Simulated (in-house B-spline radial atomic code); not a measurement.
Results of a calculation; reference values are marked as such.
# Ghost states of the separable form: I

I, [Kr] 4d10 5s2 5p5, non-relativistic PBE, spherical and spin-unpolarised, from an all-electron radial atomic-structure program (B-spline basis) (atomic units; all potentials screened as in the neutral atom).

Troullier-Martins channels: 5s (ε = -0.5886, r_c = 2.061 bohr), 5p (ε = -0.2626, r_c = 2.278 bohr). In the Kleinman-Bylander form one channel serves as the local potential, and each other channel l becomes |δV u><u δV|/<u|δV|u>, with δV = V_l − V_local and u the pseudo-orbital. Its strength is E_KB = <u|δV²|u>/<u|δV|u>. By the analysis of Gonze, Stumpf and Scheffler a spurious state lies below the reference level ε if E_KB > 0 and ε is above the second level of the local potential alone, or if E_KB < 0 and ε is above its first. The table's levels are those of angular momentum l in a sphere of 9 bohr, whose wall can lift a shallow ε a little above its free-atom value.

| local | channel | <u δV u> | <u δV² u> | ε | first local level | second local level |
| --- | --- | --- | --- | --- | --- | --- |
| p | s | -0.031886 | 0.079927 | -0.5886 | -0.5751 | 0.0148 |
| s | p | 0.027165 | 0.038094 | -0.2625 | -0.2953 | 0.0871 |

**Question.** Apply the rule to each row.

**Answer.** Local p, channel s: E_KB = -2.51, so ε = -0.5886 is set against -0.5751: no ghost. Local s, channel p: E_KB = +1.4, so ε = -0.2625 is set against 0.0871: no ghost.

Diagonalising the separable Hamiltonian gives:

```csv
local,channel,three lowest levels,"all-electron, two lowest valence levels"
p,s,"-0.5886, 0.0127, 0.2734","-0.5886, 0.0200"
s,p,"-0.2625, 0.0927, 0.4231","-0.2625, 0.0929"
```

**Question.** Which choices of local channel are safe?

**Answer.** All are free of ghosts. Among the safe choices the second level, which tests transfer, is off by at most 0.2 millihartree (s local), 7.3 millihartree (p local).
